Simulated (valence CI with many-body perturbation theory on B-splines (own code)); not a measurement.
# Sensitivity of CI+MBPT for Co VII

Computed by configuration interaction combined with many-body perturbation theory (CI+MBPT): three valence electrons over a frozen Dirac-Fock core [Ar], radial functions for each j: 6 s, 6 p, 5 d, 5 f, 1 g, with the one-electron correlation potential Σ1 (screened to all orders), the two-electron term Σ2, the three-electron term Σ3, Breit, model QED; selected single and double excitations, second order for the rest, scaled by the run's own slope (own B-spline code, finite nucleus).

Against 6 measured levels this calculation errs by 419 cm⁻¹ on average and by 881 at most. These come from a selection out of Sugar and Corliss, J. Phys. Chem. Ref. Data 10, 1097 (1981). Levels without a partner in it may be off by more, other configurations by 1,000 to 8,000 cm⁻¹. The list stops below the first excitations out of the core. Only levels of the ground parity were solved; by the run's estimate the other parity begins above the list, which can be wrong where configurations are misplaced.

The reference run has the lowest level 3d3 4F_3/2 and an ionisation energy of 128.673 eV. Its largest variational space holds 4076 state functions.

Names give the largest LS component (configuration and term), which can be under half, so a name can repeat, a term be missing and a line seem to break the LS rules; names also repeat where a configuration has a term twice.

Changed runs:
A. QED terms on → off
B. shift of the energy in Σ1 (hartree) 0 → 0.9; cutoff of virtual states (hartree) 1458 → 120
C. three-electron term on → off
D. highest l in the core sums 6 → 1 (bad on purpose)

Excitation energies of the reference run in cm⁻¹, and shifts in cm⁻¹:

```csv
Level,Reference,A,B,C,D
3d3 4F_5/2,699,-3.1,-2.6,-1.5,-37
3d3 4F_7/2,1618,-7.0,-5.8,-2.0,-86
3d3 4F_9/2,2712,-11,-9.5,-0.6,-143
3d3 4P_1/2,21883,-4.4,+23,-14,-118
3d3 4P_3/2,22128,-4.6,+23,-32,-149
3d3 4P_5/2,23068,-9.2,+19,+4.0,-183
3d3 2G_7/2,23204,-5.7,+30,+522,+1082
3d3 2G_9/2,24103,-8.8,+27,+505,+1081
3d3 2P_3/2,30463,-3.4,+41,-398,-1855
3d3 2P_1/2,30923,-7.2,+35,-1029,-1177
3d3 2H_9/2,31774,-8.4,+38,+13,+3048
3d3 2H_11/2,32369,-10,+37,-4.6,+3073
Ionisation energy (eV),128.673,-0.005,+0.346,-0.00057,-1.423
```
